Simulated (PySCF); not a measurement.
# Broadened absorption spectrum of C7H10NOP

Species: C7H10NOP.
Z-matrix (Å and degrees, PBE0-D3(BJ)/def2-SVP geometry), rows numbered from 1:
```
C 
C   1  1.5217
P   2  1.8205  1  111.26
O   3  1.4964  2  115.13  1    54.19
C   3  1.8232  2  105.62  1   -70.54
C   5  1.3944  3  117.32  2   123.58
C   6  1.3958  5  118.29  3  -179.70
N   7  1.3298  6  123.47  5    -0.14
C   8  1.3308  7  117.94  6    -0.09
C   9  1.3945  8  123.48  7     0.13
H   1  1.0996  2  111.04  3  -175.07
H   1  1.1011  2  111.38  3    64.71
H   1  1.0999  2  110.29  3   -54.90
H   2  1.1028  1  111.22  3   117.85
H   2  1.1034  1  112.40  3  -122.12
H   3  1.4288  2  102.85  1  -177.84
H   6  1.0930  5  119.55  3     0.56
H   7  1.0961  6  120.06  5   179.93
H   9  1.0962  8  116.47  7  -179.79
H  10  1.0937  5  121.78  3    -0.56
```

Theory: TDDFT CAM-B3LYP/def2-SVPD, vertical, gas phase, core orbitals frozen in the response in PySCF 2.14.0, density-fitted response routines.

Computed states:

```tsv
state	E (eV)	f
S1	4.74	0.0048
S2	5.32	0.0001
S3	5.40	0.050
S4	6.01	0.0015
S5	6.20	0.018
S6	6.36	0.0092
S7	7.02	0.016
S8	7.13	0.724
S9	7.19	0.115
S10	7.32	0.081
```

Each state is given a Gaussian of 0.4 eV full width at half maximum, with ε(max) = 2.175×10⁸ f / Δν̃ (Δν̃ the width in cm⁻¹). The width is an assumption, not a result. The curve ends short of the highest state used, and states not computed would add to its high-energy end.

**Question.** What does the envelope look like, and where are its maxima?

**Answer.** 
λ (nm), ε (L mol⁻¹ cm⁻¹) and a bar:
```
    184.6       2817 ##########################
    188.6        649 ######
    192.5       1018 #########
    196.5       1600 ###############
    200.4       1654 ###############
    204.4       1152 ##########
    208.3        588 #####
    212.3        324 ###
    216.2        547 #####
    220.2       1362 ############
    224.2       2522 #######################
    228.1       3297 ##############################
    232.1       3170 #############################
    236.0       2316 #####################
    240.0       1310 ############
    243.9        631 ######
    247.9        314 ###
    251.8        250 ##
    255.8        287 ###
    259.8        325 ###
    263.7        318 ###
    267.7        264 ##
    271.6        189 ##
    275.6        117 #
    279.5         64 #
    283.5         31 
    287.4         14 
    291.4          5 
    295.3          2 
    299.3          1
```

Maxima: 261 nm (4.75 eV), ε about 330, made up of S1 (99%); 230 nm (5.40 eV), ε about 3400, made up of S3 (100%); 199 nm (6.24 eV), ε about 1700, made up of S5 (70%) and S6 (27%) (ε in L mol⁻¹ cm⁻¹; maxima over ε = 5, shares over 10%). At its high-energy end, 6.72 eV, the curve is still rising (ε about 3000, from S8).

**Question.** What would ε be at 5.40 eV, the highest of these maxima, with half the width (0.2 eV)?

**Answer.** About 6730 L mol⁻¹ cm⁻¹ against 3370, a factor of about 2.00; a lone state at its own centre would give exactly 2.

**Question.** Coming from long wavelengths, where does ε first pass 100 L mol⁻¹ cm⁻¹?

**Answer.** At about 277 nm (4.48 eV), 0.26 eV below S1.

**Question.** On this curve, what absorbance would a 10⁻³ mol/L sample give at 248 nm over a 1 cm path?

**Answer.** 248 nm is 4.999 eV, where ε is about 310 L mol⁻¹ cm⁻¹, so A = ε c l ≈ 0.31 (Beer–Lambert, with the gas-phase spectrum and the assumed width).

One conformer stands for the species.
